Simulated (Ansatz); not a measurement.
Gas-phase reaction in SMILES: NB(N)F -> N[B]F + [NH2] (NH2) (the B-N bond at the site shown breaks; other sites are not compared here)
Geometries: B3LYP-D3(BJ)/def2-TZVP minima from Ansatz (an electronic-structure program), one conformer each, not searched for the lowest.

Property: bond dissociation energy (electronic energy difference), in kcal/mol. Cores are frozen in the correlated levels unless marked. Open shells are spin-unrestricted. Spin-orbit coupling is left out. No relativistic terms. Basis-set limits of correlation are two-point, X^-3; Hartree-Fock from the larger set.

CCSD(T)/CBS(cc-pVTZ,cc-pVQZ) (Ansatz) gives 135.1 kcal/mol.

Task: Another calculation gave 134.7 kcal/mol. Which level was it?
A) PBE0/def2-TZVPD (Ansatz)
B) SVWN5/def2-TZVPD (Ansatz)
C) BLYP/def2-TZVPD (Ansatz)
D) wB97X-V/def2-TZVPD (Ansatz)

Result: D, wB97X-V/def2-TZVPD (Ansatz). The others give 130.4 (PBE0), 151.1 (SVWN5), 125.3 (BLYP) kcal/mol.
